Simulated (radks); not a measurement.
Values are calculated unless marked as measured or tabulated.
Task: Species: the samarium ion Sm3+. Configuration: [Xe] 4f4 5d1 (not the ground configuration). Level of theory: Dirac Kohn-Sham, LDA (Slater exchange, Perdew-Wang correlation), spin-unpolarised, spherical densities, finite nucleus; open shells fill j = l - 1/2 first; Fermi nuclear charge, rms radius 5.0819 fm (a radial shooting solver on a logarithmic mesh with Libxc functionals). Some entries of the table are withheld. Estimate them.

| orbital | occ. | eigenvalue (hartree) | <r> (bohr) |
|---|---|---|---|
| 1s1/2 | 2 | -1713.225 | 0.02276 |
| 2s1/2 | 2 | -281.0965 | 0.09657 |
| 2p1/2 | 2 | -266.6371 | 0.08077 |
| 2p3/2 | 4 | -244.5142 | 0.08739 |
| 3s1/2 | 2 | -62.77036 | 0.2549 |
| 3p1/2 | 2 | -56.52950 | 0.2444 |
| 3p3/2 | 4 | -52.05392 | 0.2572 |
| 3d3/2 | 4 | -41.17895 | (1) |
| 3d5/2 | 6 | -40.20645 | (2) |
| 4s1/2 | 2 | -13.63065 | 0.5776 |
| 4p1/2 | 2 | -11.23283 | 0.5908 |
| 4p3/2 | 4 | -10.23327 | 0.6194 |
| 4d3/2 | 4 | -6.27107 | 0.6581 |
| 4d5/2 | 6 | -6.09055 | 0.6681 |
| 5s1/2 | 2 | -2.75626 | 1.353 |
| 5p1/2 | 2 | -2.06577 | 1.494 |
| 5p3/2 | 4 | -1.90945 | 1.572 |
| 4f5/2 | 4 | -1.46426 | 0.8512 |
| 4f7/2 | 0 | -1.44023 | 0.8594 |
| 5d3/2 | 1 | -0.98073 | (3) |
| 5d5/2 | 0 | -0.96397 | (4) |

Result: 
(1) 3d3/2 <r> (bohr): 0.2288
(2) 3d5/2 <r> (bohr): 0.2328
(3) 5d3/2 <r> (bohr): 2.101
(4) 5d5/2 <r> (bohr): 2.133
